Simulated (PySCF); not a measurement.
# Correlation energy of O⁺ (oxygen, charge +1)

[He] 2s2 2p3, high-spin 4S determinant. Calculation: PySCF 2.14, in cc-pVTZ (4s3p2d1f, 30 functions); no relativity, point nucleus. Frozen: 1s2; 5 electrons correlated.

MP2 pair energies summed by pair of shells (mhartree):

```tsv
pair	energy	share (%)
2s-2p	-64.12	65.7
2p-2p	-23.47	24.0
2s-2s	-10.05	10.3
```

Total MP2 correlation energy: -97.64 mhartree.

Same-spin part -29.15 and opposite-spin part -68.49 mhartree; SCS-MP2 scales them by 1/3 and 6/5 to -91.90 mhartree.

```json
{"level": "CCSD", "correlation energy (mhartree)": "-112.70"}
{"level": "(T)", "correlation energy (mhartree)": "-1.60"}
{"level": "CCSD(T)", "correlation energy (mhartree)": "-114.30"}
```

Diagnostics: T1 = 0.0040, D1 = 0.0090, largest double amplitude 0.036.

Cost of the coupled-cluster step: 0.47 s of wall time on 1 thread of Neoverse-N1 (shared host), for 5 correlated electrons.
